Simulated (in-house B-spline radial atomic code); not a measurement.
Radial electron density of Ag2+, [Kr] 4d9. Method: non-relativistic B3LYP, spherical fractional occupations, point nucleus, inside a hard spherical wall at 1.66 bohr. Calculated with a B-spline radial code for spherical atoms.

Caution: exact exchange at fractional occupations of open shells leaves self-interaction of up to several eV.

Columns: r (bohr), 4πr²n(r) (electrons per bohr), bar.

```
 0.00146      1.7 #
 0.00174    2.352 #
 0.00207    3.227 ##
 0.00247    4.425 ###
 0.00295    6.034 ####
 0.00351    8.104 #####
 0.00419    10.83 ######
   0.005     14.3 ########
 0.00596    18.57 ###########
  0.0071    23.68 ##############
 0.00847    29.66 #################
  0.0101    36.23 #####################
   0.012    42.88 #########################
  0.0144    49.52 #############################
  0.0171    54.62 ################################
  0.0204    57.91 ##################################
  0.0243    58.69 ##################################
   0.029    57.04 #################################
  0.0346    53.94 ################################
  0.0413     51.3 ##############################
  0.0492    51.39 ##############################
  0.0587    55.65 #################################
  0.0699    63.34 #####################################
  0.0834    71.42 ##########################################
  0.0994    75.23 ############################################
   0.119    71.75 ##########################################
   0.141    63.14 #####################################
   0.169    54.45 ################################
   0.201    52.57 ###############################
    0.24     57.3 ##################################
   0.286    61.49 ####################################
   0.341    57.07 #################################
   0.406    43.36 #########################
   0.484    27.97 ################
   0.578    19.97 ############
   0.689     21.3 ############
   0.821    25.61 ###############
   0.979    25.37 ###############
    1.17    17.62 ##########
    1.39    6.365 ####
    1.64  0.03727
```

On this grid the curve has 4 maxima, near 0.0243, 0.0994, 0.286, 0.821 bohr.

The 4p radial function P(r) = rR(r), positive near the nucleus:

```tsv
r (bohr)	P
0.00174	0.001507
0.00247	0.002985
0.00351	0.005883
0.005	0.01153
0.0071	0.02211
0.0101	0.04168
0.0144	0.07649
0.0204	0.133
0.029	0.2182
0.0413	0.3263
0.0587	0.4197
0.0834	0.4157
0.119	0.2039
0.169	-0.2232
0.24	-0.6229
0.341	-0.5507
0.484	0.162
0.689	1.011
0.979	1.217
1.39	0.571
```
